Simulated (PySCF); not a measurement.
Computed with core-valence-separated Tamm–Dancoff BHandHLYP/aug-pcX-1 (pcseg-1 on H, def2-SVPD on Se) in PySCF, non-relativistic, gas phase, PBE0-D3(BJ)/def2-SVP geometry. Absolute energies from this functional tend to lie a few eV below measured edges; no shift was applied.

Main lines of an unknown, eV (oscillator strength): C K: 282.2 (0.056), 283.1 (0.055), 283.4 (0.030), 283.5 (0.068), 283.6 (0.061). Listed: the first five lines at most of each edge with a tenth or more of its strongest line's intensity; roots within 0.03 eV on the same or equivalent atoms are summed. Only the lowest roots were sought, and the top ones are left out.

Task: Which candidate gives them?
A. `C#CC(=C)[Se]C`
B. `C#C[C@H]1CC[Se]1`

Result: A. 

- `C#CC(=C)[Se]C`: C K: 282.2 (0.056), 283.1 (0.055), 283.4 (0.030), 283.5 (0.068), 283.6 (0.061). First C line listed at 282.2 eV, hole on the terminal =CH2 carbon (1s→π*).
- `C#C[C@H]1CC[Se]1`: C K: 283.4 (0.059), 283.6 (0.040), 283.6 (0.073), 283.7 (0.041), 284.1 (0.049). First C line listed at 283.4 eV, hole on the terminal alkyne carbon (1s→π*).

One conformer each; other structures than these candidates weren't tested.

Shape of the structure used: `[CH:1]#[C:2][C:3](=[CH2:4])[Se:5][CH3:6]`: C2–C3–Se5–C6 1°.
